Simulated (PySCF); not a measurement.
# Unknown compound

The spectra below were simulated for a compound C₃H₈O₂Si.

$^{1}$H NMR (300 MHz, computed): δ 6.64 (m, 1H), 5.42 (q, 1H), 4.32 (m, 1H), 4.17 (m, 1H), 1.08 (br s, 1H), 0.19 (d, 3H).

$^{13}$C{$^{1}$H} NMR (computed): δ 155.8 (CH), 94.9 (CH2), 0.6 (CH3).

[PySCF 2.14.0 with density-fitted response routines: NMR shieldings at PBE0/pcSseg-1/GIAO; coordinates at the GFN2-xTB level; relativity neglected; no solvent model; fast rotation and ring inversion assumed for equivalent nuclei; single conformer]

References, each an isolated molecule treated in the same way: $^{1}$H (σ = 31.72 ppm) and $^{13}$C (σ = 186.93 ppm) vs TMS.

Task: Propose a structure and justify it.

Result: 
The formula gives 1 degree of unsaturation (no ring in the answer). 3 carbon signals for 3 carbons: no two carbons are equivalent. Carbon types of the structure: 1 × CH, 1 × CH2, 1 × CH3, leaving 2 H on heteroatoms. δC 155.8: alkene carbon bearing oxygen; an sp2 carbon further deshielded by the attached heteroatom. δC 94.9: β carbon of an enol-ether or enamine type C=C; the O or N lone pair pushes π density onto this β carbon and shields it. δC 0.6: methyl carbon bonded to Si; an electropositive neighbour leaves it electron-rich and shielded. δH 6.64: hydrogen on an alkene carbon bearing oxygen; a vinylic proton, deshielded by the sp2 carbon and the C=C anisotropy. δH 4.32, 4.17: hydrogen on a β carbon of an enol-ether or enamine type C=C; lone-pair donation from O or N shields it, upfield of ordinary alkene protons. δH 1.08: hydrogen on an oxygen bonded to Si; labile proton, position sensitive to the medium. δH 0.19: hydrogen on a methyl carbon bonded to Si; an electropositive neighbour shields it, as in TMS itself.

The compound is SMILES C=CO[Si@H](C)O.

The data come from this structure; uniqueness wasn't tested.

OH and NH positions are those of a molecule without intermolecular hydrogen bonds; in solution they move with solvent, concentration and temperature, and exchange usually removes their couplings. Shifts are as computed. Against solution values, carbons near 30 ppm lie about +3 ppm off and those near 130 ppm about +5 ppm. Of 1211 compounds with measured shifts, 218 miss one by over three times the rms of a fit or turn the order of signals round; such compounds aren't used in these exercises. No couplings were computed; multiplicities are counted from neighbouring protons, with m where these are inequivalent, close in shift, in a saturated or five-membered ring or joined by F or P, and br s for small geminal =CH2 splittings.
